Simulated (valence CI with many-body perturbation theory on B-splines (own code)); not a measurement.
# E1 transitions of Os62+

Method: configuration interaction combined with many-body perturbation theory (CI+MBPT): four valence electrons over a frozen Dirac-Fock core [Ne], a basis of 11 s, 11 p, 9 d, 7 f, 5 g, 2 h, 1 i functions for each j, with the one-electron correlation potential Σ1 (screened to all orders), the two-electron term Σ2, the three-electron term Σ3, Breit, model QED; selected single and double excitations, second order for the rest (own B-spline code, finite nucleus).

The last digits are not significant, and no measured levels were compared; by estimate large intervals hold to a few tenths of a per cent, small ones and those within an open d or f shell to about a per cent.

Lines 1 to 50 of 236 in falling wavelength, among levels below 11316 × 10³ cm⁻¹, chosen from the strongest by gf and those to the six lowest levels. Wavelengths and rates use the calculated energies. Electric multipoles are in the length gauge, E1 and E2 with the static RPA response of the core. Weak lines are less certain than strong ones. Lines between different terms over intervals too small for the method are left out, as are lines whose strength nearly cancels. The highest levels of a list are the least certain.

Levels are named by their leading jj configuration (3d3/2^4 stands for four electrons in 3d with j = 3/2), which in mixed levels can hold well under half, so a name can repeat and another be missing. Letters in brackets count levels of one name in rising energy.

| λ vac (nm) | Upper | Lower | A (s⁻¹) | S (a.u.) |
| --- | --- | --- | --- | --- |
| 8.664 | (3s 3p1/2^2 3d3/2) J=2 | (3s^2 3p1/2 3d3/2) J=1 | 7.57e+09 | 1.21e-02 |
| 8.622 | (3s 3p1/2 3p3/2 3d5/2) J=4 [a] | (3s^2 3p3/2 3d5/2) J=4 | 3.11e+09 | 8.86e-03 |
| 8.513 | (3s 3p1/2 3p3/2 3d3/2) J=4 | (3s^2 3p3/2 3d3/2) J=3 | 1.05e+10 | 2.87e-02 |
| 8.001 | (3s 3p1/2 3p3/2 3d3/2) J=2 [c] | (3s^2 3p3/2 3d3/2) J=2 | 7.13e+09 | 9.01e-03 |
| 7.912 | (3s 3p1/2 3p3/2 3d5/2) J=4 [b] | (3s^2 3p3/2 3d5/2) J=3 | 7.11e+09 | 1.56e-02 |
| 7.659 | (3s 3p1/2 3p3/2 3d3/2) J=3 [b] | (3s^2 3p3/2 3d3/2) J=2 | 4.44e+09 | 6.89e-03 |
| 7.489 | (3s 3p1/2 3p3/2 3d5/2) J=3 [a] | (3s^2 3p3/2 3d5/2) J=2 | 6.00e+09 | 8.71e-03 |
| 7.438 | (3s 3p1/2^2 3p3/2) J=2 | (3s^2 3p1/2 3p3/2) J=2 | 1.32e+10 | 1.34e-02 |
| 7.401 | (3s 3p1/2 3p3/2 3d5/2) J=5 | (3s^2 3p3/2 3d5/2) J=4 | 2.29e+10 | 5.03e-02 |
| 7.360 | (3s 3p1/2 3p3/2 3d3/2) J=2 [d] | (3s^2 3p3/2 3d3/2) J=1 | 8.56e+09 | 8.43e-03 |
| 7.300 | (3s 3p1/2 3p3/2^2) J=3 | (3s^2 3p3/2^2) J=2 | 1.17e+10 | 1.58e-02 |
| 7.221 | (3s 3p1/2 3p3/2 3d5/2) J=4 [c] | (3s^2 3p3/2 3d5/2) J=3 | 1.40e+10 | 2.35e-02 |
| 7.194 | (3s 3p1/2 3p3/2 3d3/2) J=1 [c] | (3s^2 3p3/2 3d3/2) J=1 | 1.57e+10 | 8.63e-03 |
| 7.114 | (3s 3p1/2^2 3d5/2) J=3 | (3s^2 3p1/2 3d5/2) J=3 | 1.84e+10 | 2.29e-02 |
| 7.066 | (3s 3p1/2 3p3/2^2) J=1 [a] | (3s^2 3p3/2^2) J=0 | 1.21e+10 | 6.34e-03 |
| 7.062 | (3s 3p1/2^2 3d5/2) J=3 | (3s^2 3p1/2 3d5/2) J=2 | 2.99e+10 | 3.64e-02 |
| 7.036 | (3s 3p1/2 3p3/2 3d5/2) J=1 [c] | (3s^2 3p3/2 3d5/2) J=1 | 1.91e+10 | 9.83e-03 |
| 7.034 | (3s 3p1/2^2 3p3/2) J=2 | (3s^2 3p1/2 3p3/2) J=1 | 1.63e+10 | 1.40e-02 |
| 7.033 | (3s 3p1/2 3p3/2 3d3/2) J=3 [c] | (3s^2 3p3/2 3d3/2) J=3 | 2.03e+10 | 2.44e-02 |
| 7.029 | (3s 3p1/2 3p3/2 3d5/2) J=3 [b] | (3s^2 3p3/2 3d5/2) J=2 | 1.79e+10 | 2.15e-02 |
| 7.003 | (3s 3p1/2 3p3/2 3d5/2) J=1 [a] | (3s^2 3p3/2 3d5/2) J=2 | 1.37e+10 | 6.95e-03 |
| 6.971 | (3p1/2^2 3p3/2 3d3/2) J=2 | (3s 3p1/2 3p3/2 3d3/2) J=2 [c] | 1.25e+10 | 1.05e-02 |
| 6.938 | (3s 3p1/2 3p3/2 3d5/2) J=2 [c] | (3s^2 3p3/2 3d5/2) J=1 | 1.58e+10 | 1.30e-02 |
| 6.862 | (3s 3p1/2^2 3d3/2) J=1 | (3s^2 3p1/2 3d3/2) J=2 | 3.74e+10 | 1.79e-02 |
| 6.699 | (3s^2 3p3/2^2) J=2 | (3s^2 3p1/2 3d3/2) J=2 | 3.66e+09 | 2.71e-03 |
| 6.677 | (3s 3p1/2 3p3/2 3d5/2) J=2 [b] | (3s^2 3p3/2 3d5/2) J=2 | 1.58e+10 | 1.16e-02 |
| 6.672 | (3s 3p1/2 3p3/2 3d3/2) J=2 [b] | (3s 3p1/2 3p3/2^2) J=1 [a] | 1.13e+10 | 8.28e-03 |
| 6.657 | (3s 3p1/2 3p3/2 3d3/2) J=2 [b] | (3s 3p1/2 3p3/2^2) J=2 [b] | 1.52e+10 | 1.11e-02 |
| 6.637 | (3s 3p1/2 3p3/2 3d5/2) J=2 [d] | (3s^2 3p3/2 3d5/2) J=1 | 1.60e+10 | 1.15e-02 |
| 6.581 | (3s 3p1/2 3p3/2 3d5/2) J=3 [d] | (3s^2 3p3/2 3d5/2) J=3 | 2.46e+10 | 2.42e-02 |
| 6.570 | (3s 3p1/2^2 3d5/2) J=2 | (3s^2 3p1/2 3d5/2) J=3 | 4.13e+10 | 2.89e-02 |
| 6.562 | (3s 3p1/2^2 3d3/2) J=2 | (3s^2 3p1/2 3d3/2) J=2 | 2.52e+10 | 1.76e-02 |
| 6.546 | (3s 3p1/2 3p3/2 3d5/2) J=2 [c] | (3s^2 3p3/2 3d5/2) J=3 | 1.65e+10 | 1.14e-02 |
| 6.525 | (3s 3p1/2^2 3d5/2) J=2 | (3s^2 3p1/2 3d5/2) J=2 | 1.03e+10 | 7.08e-03 |
| 6.518 | (3s 3p1/2 3p3/2 3d5/2) J=4 [b] | (3s^2 3p3/2 3d5/2) J=4 | 8.73e+09 | 1.07e-02 |
| 6.451 | (3s 3p1/2 3p3/2 3d3/2) J=2 [a] | (3s 3p1/2 3p3/2^2) J=3 | 1.32e+10 | 8.73e-03 |
| 6.359 | (3s 3p1/2^2 3p3/2) J=1 | (3s^2 3p1/2 3p3/2) J=2 | 4.67e+10 | 1.78e-02 |
| 6.303 | (3s 3p1/2 3p3/2^2) J=2 [b] | (3s^2 3p3/2^2) J=2 | 2.30e+10 | 1.42e-02 |
| 6.290 | (3s 3p1/2 3p3/2^2) J=1 [a] | (3s^2 3p3/2^2) J=2 | 1.77e+10 | 6.54e-03 |
| 6.277 | (3s 3p1/2 3p3/2 3d5/2) J=2 [d] | (3s^2 3p3/2 3d5/2) J=3 | 1.67e+10 | 1.02e-02 |
| 6.241 | (3s 3p1/2 3p3/2 3d3/2) J=1 [d] | (3s^2 3p3/2 3d3/2) J=2 | 2.02e+10 | 7.29e-03 |
| 6.236 | (3p1/2^2 3p3/2^2) J=0 | (3s 3p1/2 3p3/2^2) J=1 [a] | 8.46e+10 | 1.01e-02 |
| 6.133 | (3s 3p1/2 3p3/2 3d5/2) J=3 [c] | (3s^2 3p3/2 3d5/2) J=4 | 3.47e+10 | 2.77e-02 |
| 6.082 | (3s 3p1/2^2 3d3/2) J=1 | (3s 3p1/2^2 3p3/2) J=1 | 1.65e+10 | 5.51e-03 |
| 6.061 | (3s 3p1/2^2 3p3/2) J=1 | (3s^2 3p1/2 3p3/2) J=1 | 1.60e+10 | 5.27e-03 |
| 6.041 | (3s 3p1/2 3p3/2 3d5/2) J=4 [c] | (3s^2 3p3/2 3d5/2) J=4 | 2.12e+10 | 2.08e-02 |
| 6.041 | (3s 3p1/2 3p3/2 3d3/2) J=2 [e] | (3s^2 3p3/2 3d3/2) J=3 | 3.72e+10 | 2.02e-02 |
| 5.954 | (3s^2 3p3/2^2) J=2 | (3s 3p1/2^2 3p3/2) J=1 | 2.19e+08 | 1.14e-04 |
| 5.905 | (3p1/2^2 3p3/2 3d3/2) J=2 | (3s 3p1/2 3p3/2 3d3/2) J=3 [a] | 4.65e+10 | 2.36e-02 |
| 5.862 | (3s 3p1/2 3p3/2 3d3/2) J=2 [a] | (3s 3p1/2 3p3/2^2) J=2 [a] | 1.64e+10 | 8.14e-03 |
